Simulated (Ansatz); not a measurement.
```yaml
crystal:
  periodic: [false, false, false]
  atoms:
    - {symbol: N, position_ang: [-0.652919, 0.824153, 0.726811]}
    - {symbol: Hf, position_ang: [0.432862, -0.480024, -0.474534]}
    - {symbol: F, position_ang: [1.668107, -1.456169, 0.674776]}
    - {symbol: F, position_ang: [-0.854697, -1.663062, -1.309633]}
    - {symbol: F, position_ang: [1.469874, 0.471354, -1.639210]}
    - {symbol: H, position_ang: [-1.671114, 0.926531, 0.681021]}
    - {symbol: H, position_ang: [-0.373766, 1.459529, 1.433739]}
basis:
  gaussian: {orbitals: def2-SVPD}
total_charge: 2
hamiltonian: {xc: {name: HSE06}}
```

```sh
$ ansatz run in.yaml --threads 4 --pin off --events-out ev --progress --plain --max-ram 10444MiB
```

It prints (some lines left out):

```
Functional definition: HSE06
1204 factors; their error is unknown
132 factors; integrals over basis functions are off by at most 3.9e-7 eV
mean field evaluation 1: about -10908.0485 eV, gradient 1.3e2 eV
mean field evaluation 2: about -10202.3128 eV, gradient 4.9e2 eV
mean field evaluation 4: about -10894.4554 eV, gradient 1.3e2 eV
mean field evaluation 8: about -10933.3386 eV, gradient 4.9e1 eV
mean field evaluation 16: about -10940.0619 eV, gradient 3.6e-3 eV
mean field -10940.06193260 eV, -402.0398605826 hartree, gradient 1.4e-6 eV, S^2 0.000000; 10 other end points of the search recorded, 0 dependent functions left out
reference -10940.06199118 eV, -402.0398627354 hartree; 23, 23 occupied and 117, 117 virtual orbitals, 1204 factors
Total energy: -10940.06199118 eV, -402.0398627354 hartree
```

In this input the charge is far from anything that the molecule holds. The run converged. The result belongs to that input, not to the molecule as meant.
